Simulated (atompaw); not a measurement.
Logarithmic derivatives: Zn (Z = 30), PAW (atompaw)

```
Element                 : Zn
Generator               : atompaw 4.2.0.5
Type                    : PAW
Functional              : LDA (PW92)
Relativity              : scalar-relativistic
Frozen core             : [Ne]
Valence charge          : 20
Reference configuration : 3s2 3p6 3d10 4s0 4p0 (charge +2)
Partial waves           : 3s (bound): rc 1.05 bohr; 4s (bound, empty): rc 1.25 bohr; 3p (bound): rc 1.05 bohr; 4p (bound, empty): rc 1.00 bohr; 3d (bound): rc 1.50 bohr; 3d channel at -0.95 Ry: rc 1.50 bohr; 4f channel at -0.1 Ry: rc 1.40 bohr; 4f channel at 1.55 Ry: rc 1.40 bohr
Local potential         : bessel scheme, radius 1.05 bohr
Core correction         : smooth core density matched at 1.20 bohr
Augmentation charge     : sinc compensation charge, radius 1.45 bohr; PAW radius 1.50 bohr; waves and projectors: custom polynom vanderbiltortho
```

The phase is arctan(r·u′/u) with u = r·R(r), unwrapped; energies in Ry, scanned from -13 to 5 Ry. A pole is an energy at which the radial function vanishes at the test radius. The pseudo phase is shifted by a multiple of π to meet the all-electron one at the reference energy, and phase errors are pseudo minus all-electron; the curves can meet again beyond the range given. Levels narrower than the energy grid can be missing from the lists of poles.

```json
{"channel": "s", "radius (bohr)": "1.50", "reference energy (Ry)": "-1.71", "poles, all-electron": "-10.76", "poles, pseudo": "-10.76", "unbroken range about the reference energy with phases within 0.05 rad": "the whole range", "phase error 1 Ry above the reference energy (rad)": "-0.000"}
{"channel": "p", "radius (bohr)": "1.50", "reference energy (Ry)": "-1.15", "poles, all-electron": "-7.29", "poles, pseudo": "-7.29", "unbroken range about the reference energy with phases within 0.05 rad": "the whole range", "phase error 1 Ry above the reference energy (rad)": "+0.000"}
{"channel": "d", "radius (bohr)": "1.50", "reference energy (Ry)": "-2.30", "poles, all-electron": "-1.50", "poles, pseudo": "-1.50", "unbroken range about the reference energy with phases within 0.05 rad": "below 3.3", "phase error 1 Ry above the reference energy (rad)": "+0.000"}
{"channel": "f", "radius (bohr)": "1.50", "reference energy (Ry)": "-0.10", "poles, all-electron": "none", "poles, pseudo": "none", "unbroken range about the reference energy with phases within 0.05 rad": "the whole range", "phase error 1 Ry above the reference energy (rad)": "+0.000"}
```

Phases in the f channel:

```
E (Ry)  all-electron  pseudo
-13.00         1.400   1.400
-12.04         1.394   1.394
-11.08         1.388   1.388
-10.12         1.381   1.381
 -9.16         1.374   1.374
 -8.20         1.365   1.365
 -7.24         1.355   1.355
 -6.28         1.344   1.344
 -5.32         1.331   1.331
 -4.36         1.316   1.316
 -3.40         1.297   1.297
 -2.44         1.274   1.274
 -1.48         1.245   1.245
 -0.52         1.208   1.208
  0.44         1.155   1.155
  1.40         1.079   1.079
  2.36         0.958   0.958
  3.32         0.741   0.741
  4.28         0.314   0.314
```
